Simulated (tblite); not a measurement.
Species: C6H12OSi.
Geometry (GFN2-xTB, Å), atoms numbered from 1 in this order:
```
atom  x, y, z in Å
C1    -2.3831    1.0924    0.7473
C2    -1.5479    0.3221    0.0585
C3    -1.5658   -1.1714    0.1940
Si4   -0.2892    1.0630   -1.1138
C5     0.5418   -0.0785   -2.3688
C6     1.4415    0.2634   -1.1875
O7     1.7520   -0.8183   -0.3527
C8     2.2042   -0.4165    0.9121
H9    -3.1040    0.6800    1.4364
H10   -2.3839    2.1649    0.6497
H11   -0.5561   -1.5560    0.3205
H12   -2.1769   -1.4810    1.0398
H13   -1.9763   -1.6177   -0.7115
H14   -0.3831    2.4772   -1.4417
H15    0.8731    0.2936   -3.3273
H16    0.2569   -1.1195   -2.4172
H17    2.3179    0.8733   -1.4136
H18    1.4406    0.1797    1.4312
H19    2.4131   -1.3229    1.4780
H20    3.1201    0.1829    0.8346
```

Method: GFN2-xTB as coded in tblite; computed harmonic values from a numerical Hessian at the method's own geometry, unscaled. Errors from tens to a few hundred cm⁻¹ against measured bands are possible. Modes of hydrogen on silicon can be 10 to 20 % off. One conformer, not necessarily the lowest.

Harmonic wavenumbers (cm⁻¹): 50.0, 78.9, 113.7, 130.6, 157.9, 186.1, 229.6, 288.9, 324.4, 367.8, 413.8, 458.8, 481.4, 592.3, 622.4, 661.0, 676.6, 723.9, 774.0, 877.4, 895.0, 962.3, 967.6, 1016.4, 1041.6, 1048.7, 1062.2, 1100.1, 1137.1, 1150.7, 1194.2, 1225.0, 1298.0, 1400.7, 1405.9, 1420.1, 1424.8, 1467.0, 1476.4, 1484.5, 1494.1, 1667.5, 2324.4, 2875.9, 2904.8, 2912.3, 3002.5, 3020.3, 3023.4, 3034.9, 3065.2, 3077.9, 3084.8, 3111.8.

A = 2306, B = 1256, C = 1046 MHz; mass 128.066 u (most abundant isotopes); point group C1, symmetry number 1.

Question: What is the zero-point energy?

Answer: ½Σν̃ = 35494 cm⁻¹ = 424.60 kJ/mol.

Question: What is S at 200 K and 1 bar for an ideal gas of classical rigid rotors and harmonic oscillators?

Answer: Translation 161.08, rotation 116.58, vibration 84.72: S = 362.4 J/(mol K).

Question: And Cp and H(200 K) − H(0)?

Answer: Cp = 127.14 J/(mol K), of which vibrations give 93.88 (their classical limit is 54 R = 449.0); H(200 K) − H(0) = 16.10 kJ/mol without the zero-point energy, 9.45 from vibrations.

Question: What must be added to the electronic energy to get the Gibbs energy at 200 K and 1 bar?

Answer: ZPE + [H(200 K) − H(0)] − T·S = 424.60 + 16.10 − 72.47 = 368.23 kJ/mol.

Question: Which modes carry the vibrational entropy at 200 K?

Answer: 50.0 cm⁻¹: 16.86; 78.9 cm⁻¹: 13.13; 113.7 cm⁻¹: 10.21; 130.6 cm⁻¹: 9.13; 157.9 cm⁻¹: 7.69; 186.1 cm⁻¹: 6.48 J/(mol K); the other 48 give 21.21 together.

Hindered rotation and anharmonicity are outside this model. Other conformers, if any are populated, would add a mixing term that is left out. The structure is chiral; the term R ln 2 for an equal mix with its mirror image is left out.

The run took 2.9 s wall on an Intel Xeon at 2.50 GHz with one thread, shared host with 64 logical CPUs at a one-minute load of 63. This covers the Hessian and the dipole derivatives.
